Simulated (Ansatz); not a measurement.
Isolated molecules relaxed with PBE0-D4/def2-TZVP in Ansatz; ΔE leaves out vibrations. CCSD(T)/CBS adds triple-zeta CCSD(T) − MP2 to the extrapolated MP2 energy (def2 sets, frozen cores). DFT in def2-TZVPP. For Br outer-core shells are correlated without core-valence functions, which leaves a few kJ/mol of doubt a bond. Scalar relativity is left out up to krypton. Each species was taken in one conformer, which may not be the lowest.

Consider the redistribution: `COB(C)Br` + `BB(O)Br` → `COB(Br)Br` + `BB(C)O`.

`COB(C)Br`:

```xyz
11

C     0.225    1.123    1.598
O    -0.029   -0.011    0.792
B     0.001   -0.092   -0.541
C    -0.316   -1.432   -1.269
Br    0.443    1.475   -1.630
H     0.995    0.858    2.324
H     0.556    1.974    1.002
H    -0.692    1.382    2.130
H    -0.524   -2.238   -0.563
H     0.519   -1.728   -1.912
H    -1.178   -1.311   -1.931
```

`BB(O)Br`:

Z-matrix (Å, degrees):
```
B
B 1 1.660
H 1 1.196 2 121.0
H 1 1.196 2 121.0 3 -173.3
O 2 1.338 1 132.3 3 -93.3
Br 2 1.968 1 107.5 3 86.7
H 5 0.963 2 114.5 1 180.0
```

`COB(Br)Br`:

Z-matrix (Å, degrees):
```
C
O 1 1.418
H 1 1.090 2 111.5
H 1 1.090 2 108.0 3 120.9
H 1 1.090 2 108.2 3 -121.0
B 2 1.326 1 127.2 3 2.8
Br 6 1.928 2 123.5 1 -0.1
Br 6 1.915 2 117.8 1 179.9
```

`BB(C)O`:

```xyz
10

B     1.453    0.247   -0.517
B    -0.178    0.331   -0.118
C    -0.817   -0.848    0.709
O    -1.030    1.342   -0.466
H     2.305    0.704    0.195
H     1.850   -0.336   -1.488
H    -0.144   -1.279    1.455
H    -1.742   -0.536    1.202
H    -1.069   -1.662    0.017
H    -0.627    2.037   -0.991
```

| level | ΔE (kJ/mol) |
| --- | --- |
| r2SCANh-D4 | 45.0 |
| BHLYP-D4 | 43.4 |
| PBE | 42.4 |
| revPBE | 41.4 |
| HF/def2-TZVPP | 46.6 |
| CCSD/def2-TZVPP | 41.6 |
| MP2/def2-QZVPP | 40.6 |
| MP2/CBS(def2) | 40.8 |

Q: What does CCSD(T)/CBS give? (Estimate.)

A: Computed: +41.8 kJ/mol. The listed levels differ from it by 3.2, 1.6, 0.6, -0.4, 4.8, -0.2, -1.2, -1.0 kJ/mol.

Largest T1 diagnostic among the species: 0.012.

Leaving LDA and LC-ωPBE aside and taking each functional with its dispersion term where it has one, the values, not all of them listed here, spread over 4.8 kJ/mol, from ωB97X-V to r2SCAN0-D4. In def2-TZVPP, CCSD(T) changes the Hartree–Fock value by −4.9 kJ/mol (the triples alone add +0.1 kJ/mol) and MP2 by −5.9 kJ/mol.
